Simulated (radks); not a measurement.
Neutral samarium inside a hard spherical wall (all orbitals vanish at R), configuration held at [Xe] 4f6 6s2 and not refilled when levels cross. Method: scalar-relativistic Kohn-Sham, r2SCAN, spin-polarised, spherical densities, finite nucleus; open shells are filled with parallel spins first (spin-orbit coupling, left out, can overturn this in heavy ions); meta-GGA in the generalised Kohn-Sham scheme; Fermi nuclear charge, rms radius 5.0819 fm; computed with a radial shooting solver on a logarithmic mesh with Libxc functionals. Eigenvalues in eV for spin up, with the zero of energy where the potential of the charges vanishes at infinity; a dash marks a level that is unbound or too diffuse for the functional's potential to be trusted. A positive occupied level is held by the wall or, in an anion where self-interaction has pushed it up, behind a barrier. The pressure on the wall is -dE/dV.

R (bohr)  E (hartree)  kinetic (hartree)    e(5s)    e(5p)   e(4f)   e(6s)  e(5d, empty)  e(6p, empty)  pressure (GPa)
free      -10427.9245          11146.060  -45.756  -24.910  -3.926  -3.783             -             -               0
8         -10427.9012          11146.207  -44.905  -24.073  -3.085  -3.054        -1.074         0.201           0.763
7         -10427.8677          11146.366  -44.232  -23.419  -2.417  -2.307        -0.445         1.452            2.42
6         -10427.7849          11146.701  -43.135  -22.369  -1.312  -0.744         0.666         3.958            8.26
5         -10427.5659          11147.518  -41.274  -20.620   0.633   2.873         2.795         9.400            33.2
4         -10426.8738          11150.101  -37.467  -17.008   4.925  12.768         7.775        23.009             183
3.5       -10425.9511          11153.562  -33.697  -13.223   9.452  24.354        13.178        37.781             508
3         -10423.8714          11161.135  -26.957   -5.954  17.684  47.279        23.496        65.310            1630
2.5       -10418.6337          11178.981  -13.276    9.810  33.360  96.236        45.269        121.00            6220
